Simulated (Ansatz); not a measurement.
Stepwise reaction of `[SH][Ti]([SH])([SH])[Cl]` with hydrogen chloride, as a gas-phase model of exchange steps in deposition or etching. ΔE in kJ/mol.

Calculated with Ansatz (gas phase, PBE0-D4/def2-TZVP geometries, no zero-point term in ΔE). CBS: MP2 limit from def2 TZ/QZ plus the TZ coupled-cluster correction, frozen cores. This one scheme is used for every species. DFT in def2-TZVPP. B3LYP here is the variant with VWN-RPA as its local correlation; programs differ in this. For Ti outer-core shells are correlated without core-valence functions, which leaves a few kJ/mol of doubt a bond. Scalar relativity is left out up to krypton. Each species was taken in one conformer, which may not be the lowest.

```json
{"step": "1", "reaction": "`[SH][Ti]([SH])([SH])[Cl]` + HCl → `[SH][Ti]([SH])([Cl])[Cl]` + H₂S", "PBE-D4": "-50.0", "B3LYP-D4": "-55.3", "ωB97M-V": "-56.2", "CCSD(T)/CBS": "-51.9"}
{"step": "3", "reaction": "`[SH][Ti]([Cl])([Cl])[Cl]` + HCl → `[Cl][Ti]([Cl])([Cl])[Cl]` + H₂S", "PBE-D4": "-50.6", "B3LYP-D4": "-54.4", "ωB97M-V": "-55.2", "CCSD(T)/CBS": "-51.2"}
```

Q: Give the row of step 2, `[SH][Ti]([SH])([Cl])[Cl]` + HCl → `[SH][Ti]([Cl])([Cl])[Cl]` + H₂S. (An estimate is asked.)

A: Computed: 
```csv
step,reaction,PBE-D4,B3LYP-D4,ωB97M-V,CCSD(T)/CBS
2,`[SH][Ti]([SH])([Cl])[Cl]` + HCl → `[SH][Ti]([Cl])([Cl])[Cl]` + H₂S,-48.8,-53.6,-54.5,-50.1
```

Q: By hand: ΔE of the 3 steps together at CCSD(T)/CBS.

A: (-51.9) + (-50.1) + (-51.2) = -153.2 kJ/mol, or -51.1 kJ/mol a step.

In ΔE the steps differ by no more than 1.8 kJ/mol. All are downhill at CCSD(T)/CBS. PBE-D4 differs from CCSD(T)/CBS by 0.6 to 1.9 kJ/mol a step. Isolated molecules leave out the surface, adducts and barriers. Largest T1 diagnostic: 0.028.
